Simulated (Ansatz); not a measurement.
Ti₂H₂. Charge 0, multiplicity 5. Geometry r2SCAN-D4/def2-TZVP; atoms count from 1.

```tsv
atom	x (Å)	y (Å)	z (Å)
Ti1	0.504	-0.274	-0.814
Ti2	-0.504	0.274	0.814
H3	-1.398	0.761	2.257
H4	1.398	-0.761	-2.257
```

At PBE-D4/def2-TZVP a singlet of charge 0 lies 0.69 eV below the quintet, each at its own geometry. The structure comes from a short search, and lower isomers may exist.

**Question.** Estimate the Mulliken populations from the PBE/def2-TZVP orbitals of Ansatz.

**Answer.** 
```json
{"atom": "Ti1", "charge (e)": "0.12", "spin (α − β)": "2.06", "d electrons": "2.96"}
{"atom": "Ti2", "charge (e)": "0.12", "spin (α − β)": "2.06", "d electrons": "2.96"}
{"atom": "H3", "charge (e)": "-0.12", "spin (α − β)": "-0.06", "d electrons": "–"}
{"atom": "H4", "charge (e)": "-0.12", "spin (α − β)": "-0.06", "d electrons": "–"}
```
Mulliken values and Mayer orders depend strongly on the basis.

**Question.** Where does the spin sit?

**Answer.** Summed by element: Ti 4.11, H -0.11, of 4 unpaired in all. Largest on single atoms: Ti2 2.06, Ti1 2.06, H3 -0.06.

**Question.** And the Mayer bond orders between bonded heavy atoms (over 0.3)?

**Answer.** Ti1–Ti2 3.02 (1.99 Å).
